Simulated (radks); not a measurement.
All-electron atom: Rb in [Kr] 5s1. Method: scalar-relativistic Kohn-Sham, LDA (Slater exchange, Perdew-Wang correlation), spin-polarised, spherical densities, finite nucleus; open shells are filled with parallel spins first (spin-orbit coupling, left out, can overturn this in heavy ions); Fermi nuclear charge, rms radius 4.2036 fm; computed with a radial shooting solver on a logarithmic mesh with Libxc functionals.

Radial electron density D(r) = 4 pi r^2 rho(r):

| r (bohr) | D(r) (e/bohr) | spin D(r) |
|---|---|---|
| 0.002163 | 2.154 | 0.000141 |
| 0.002518 | 2.812 | 0.000184 |
| 0.002955 | 3.705 | 0.000242 |
| 0.00344 | 4.789 | 0.000312 |
| 0.004037 | 6.236 | 0.000404 |
| 0.0047 | 7.957 | 0.000514 |
| 0.005471 | 10.07 | 0.000647 |
| 0.006421 | 12.78 | 0.000816 |
| 0.007475 | 15.84 | 0.00100 |
| 0.008702 | 19.39 | 0.00121 |
| 0.01021 | 23.61 | 0.00145 |
| 0.01189 | 27.97 | 0.00168 |
| 0.01384 | 32.50 | 0.00188 |
| 0.01624 | 37.13 | 0.00204 |
| 0.01891 | 41.03 | 0.00210 |
| 0.02219 | 44.17 | 0.00201 |
| 0.02583 | 45.84 | 0.00175 |
| 0.03007 | 46.01 | 0.00130 |
| 0.03529 | 44.63 | 0.000646 |
| 0.04108 | 42.30 | -0.0000313 |
| 0.04782 | 39.85 | -0.000589 |
| 0.05612 | 38.36 | -0.000785 |
| 0.06534 | 39.01 | -0.000360 |
| 0.07606 | 42.11 | 0.000762 |
| 0.08926 | 47.36 | 0.00251 |
| 0.1039 | 52.47 | 0.00415 |
| 0.1219 | 55.44 | 0.00500 |
| 0.142 | 54.13 | 0.00433 |
| 0.1653 | 48.64 | 0.00231 |
| 0.1939 | 40.53 | 0.0000221 |
| 0.2258 | 34.07 | -0.000400 |
| 0.2628 | 31.65 | 0.00213 |
| 0.3084 | 33.79 | 0.00701 |
| 0.3591 | 37.58 | 0.0105 |
| 0.4214 | 39.22 | 0.00963 |
| 0.4906 | 36.10 | 0.00449 |
| 0.5711 | 28.91 | -0.0000937 |
| 0.6702 | 19.88 | 0.00240 |
| 0.7802 | 12.87 | 0.0137 |
| 0.9083 | 8.782 | 0.0277 |
| 1.066 | 7.158 | 0.0340 |
| 1.241 | 6.738 | 0.0249 |
| 1.445 | 6.201 | 0.00559 |
| 1.695 | 5.039 | -0.00828 |
| 1.973 | 3.589 | 0.00287 |
| 2.316 | 2.168 | 0.0479 |
| 2.696 | 1.205 | 0.113 |
| 3.139 | 0.6551 | 0.180 |
| 3.683 | 0.3922 | 0.229 |
| 4.288 | 0.2903 | 0.242 |
| 4.992 | 0.2299 | 0.218 |
| 5.858 | 0.1661 | 0.164 |
| 6.819 | 0.1043 | 0.104 |
| 7.939 | 0.05394 | 0.0539 |
| 9.316 | 0.02118 | 0.0212 |
| 10.85 | 0.006759 | 0.00676 |
| 12.73 | 0.001513 | 0.00151 |
| 14.82 | 0.0002684 | 0.000268 |

D(r) has 3 maxima, at r = 0.0284, 0.126, 0.411 bohr, and minima at 0.0579, 0.263 bohr, inside which lie 2.05, 11.03 electrons.
